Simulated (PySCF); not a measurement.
WOF3, SMILES [O]=[W+]([F])([F])[F], charge +1, multiplicity 1. The structure is a stationary point at PBE-D3(BJ)/def2-SVP. The multiplicity is an assumed one; other spin states were not compared. The isomer is the one that the SMILES or the coordinates give; other isomers of the formula were not compared. The def2 effective core potentials stand for the cores of W; spin–orbit coupling is left out.

Computed equilibrium geometry at PBE-D3(BJ)/def2-SVP (PySCF confirms it by a frequency run) as a Z-matrix, and its point group:
point group C3v.
```
W
O 1 1.6750
F 1 1.8162 2 105.14
F 1 1.8162 2 105.14 3 120.00
F 1 1.8162 2 105.14 3 -120.00
```
Charge +1, spin multiplicity 1.
